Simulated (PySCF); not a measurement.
Give a PBE0-D3(BJ)/def2-SVP geometry of `Cc1nn(C(C)C)nc1Cl`.

```xyz
20
C6H10ClN3 angstrom
C      3.4467   -0.2836   -0.2853
C      2.0227    0.0645   -0.0503
N      0.9964   -0.5919   -0.5891
N     -0.0746    0.0200   -0.1326
C     -1.4246   -0.4086   -0.4831
C     -2.1588    0.7123   -1.2008
C     -2.1543   -0.9035    0.7556
N      0.1442    1.0365    0.6712
C      1.4655    1.0893    0.7414
Cl     2.3001    2.2560    1.6679
H      4.0283    0.6066   -0.5674
H      3.5218   -1.0277   -1.0884
H      3.9102   -0.7029    0.6215
H     -1.2517   -1.2461   -1.1743
H     -1.6102    1.0288   -2.0996
H     -2.2705    1.5824   -0.5374
H     -3.1597    0.3742   -1.5062
H     -2.2837   -0.0835    1.4771
H     -3.1473   -1.2888    0.4815
H     -1.5922   -1.7122    1.2446
```

Any rigid rotation of these coordinates is as good. Atoms count from 1 in this order. The 3 C–N bonds span 1.324 Å (N8–C9, aromatic) to 1.459 Å (N4–C5, drawn single), a spread of 0.135 Å. The 5-membered ring C2–N3–N4–N8–C9 has internal angles of 103.3° to 115.9° (sum 540°, against 540° for a flat polygon); it is planar, 0.00 Å rms from its mean plane, widest ring torsion 0°. Of the pairs four or more bonds apart, N8···H16 is among the closest relative to their van der Waals radii: 2.75 Å, 100 % of the sum of Bondi's values. N4 (pyrrole-type nitrogen) is planar (angles 122.2°, 121.9° and 115.9°, sum 360.0°, 0.00 Å off the plane of its three neighbours).

Bonds between heavy atoms (Å): C1–C2 1.485, C2–N3 1.332, N3–N4 1.315, N4–C5 1.459, C5–C6 1.520, C5–C7 1.520, N4–N8 1.314, N8–C9 1.324, C9–Cl10 1.708, C2–C9 1.410.

Theory: PBE0-D3(BJ)/def2-SVP geometry optimisation, gas phase in PySCF.

Point group: near Cs, missed by 0.39 Å at most; the miss may be what the optimiser left on a soft mode. No PBE0-D3(BJ)/def2-SVP frequencies stand behind this structure, so it isn't proved a minimum. The numbers are those of one conformer (N3–N4–C5–C6 -119°).
